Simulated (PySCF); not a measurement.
An unknown shows these calculated signals:

¹H NMR (300 MHz, computed): δ 7.61 (m, 2H), 7.50 (m, 2H), 7.48 (m, 1H), 6.12 (m, 1H), 5.44 (m, 1H), 5.11 (m, 1H), 3.38 (d, 2H).

¹³C{¹H} NMR (computed): δ 149.9 (CH), 146.5 (C), 134.4 (CH), 134.3 (CH), 131.5 (CH), 118.6 (CH2), 48.1 (CH2).

- PBE0/pcSseg-1 with gauge-including orbitals
- structure optimised with GFN2-xTB
- code: PySCF 2.14
- isolated molecule, equivalent nuclei averaged, non-relativistic, single conformer

Scale: ¹H (σ = 31.72 ppm) and ¹³C (σ = 186.93 ppm) against TMS (reference shieldings calculated alike).

Task: Which of these does the molecule contain: a heteroaromatic ring, a vinyl group CH=CH2, a CF3 group, a non-aromatic C=C double bond, a benzene ring, a Si–H bond?

Result: 
- A heteroaromatic ring: no.
- A vinyl group CH=CH2: yes (δC 118.6, 149.9; δH 5.11 (m), 5.44 (m), 6.12 (m)).
- A CF3 group: no.
- A non-aromatic C=C double bond: yes.
- A benzene ring: yes.
- A Si–H bond: no.

The data belong to `InChI=1S/C9H10/c1-2-6-9-7-4-3-5-8-9/h2-5,7-8H,1,6H2`; they needn't prove each group on their own.

Carbon signals by region: 6 in the sp2 and nitrile region (100–160 ppm), 1 below 50 ppm.

Shifts are as computed. Against solution values, carbons near 30 ppm lie about +3 ppm off and those near 130 ppm about +5 ppm. Of 1211 compounds with measured shifts, 218 miss one by over three times the rms of a fit or turn the order of signals round; such compounds aren't used in these exercises. Multiplicities follow the n + 1 count of equivalent neighbours, as no J values were calculated; m marks all less simple cases, F and P coupling included.
